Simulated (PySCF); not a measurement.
Gas-phase reaction: 3 GaH₃ + 2 CH₄ + 2 C₂H₂ (acetylene) = 3 GaH(CH₃)₂

Energies from PySCF, thermal terms from the rigid-rotor harmonic-oscillator model, ideal gas at 1 bar. † marks an energy on the PBE0/def2-TZVP geometry and frequencies; other levels use their own. MP2 and CCSD(T) freeze the core. 6-31G* has spherical d functions here. All species are closed-shell singlets. Ga: all electrons, no relativistic terms. Methyl groups turn as free rotors in GaH(CH₃)₂. GaH₃, GaH(CH₃)₂: computed as isolated molecules; such fragments, hydroxides, amides, oligomers or adducts are transient or little studied in the gas. MP2 isn't extrapolated to the basis-set limit; its ΔH°(298 K) is -623.7 kJ in def2-SVP and -664.5 kJ in def2-TZVPP. CCSD(T) isn't extrapolated to the basis-set limit; its ΔH°(298 K) is -591.8 kJ in def2-SVP and -634.9 kJ in def2-TZVPP. The harmonic model lacks anharmonicity and excited electronic states, which grow with temperature; levels with a mode under 35 cm⁻¹ are left out.

```csv
level,"ΔE electronic, kJ","ΔH°(298 K), kJ","ΔS°(298 K), J/K","ΔG°(2000 K), kJ"
CCSD(T)/def2-SVP†,-657,-592,-469,348
CCSD(T)/def2-TZVPP†,-701,-635,-469,305
HF/6-31G*,-618,-546,-471,402
MP2/def2-SVP†,-689,-624,-469,316
MP2/def2-TZVPP†,-730,-664,-469,275
PBE0/def2-QZVP†,-750,-684,-469,256
PBE0/def2-TZVP,-752,-686,-469,254
r2SCAN/def2-TZVP†,-736,-671,-469,269
ωB97X-V/def2-TZVP†,-730,-664,-469,276
```
ΔH° is lowest at PBE0/def2-TZVP and highest at HF/6-31G*. No reference value is set beside these.
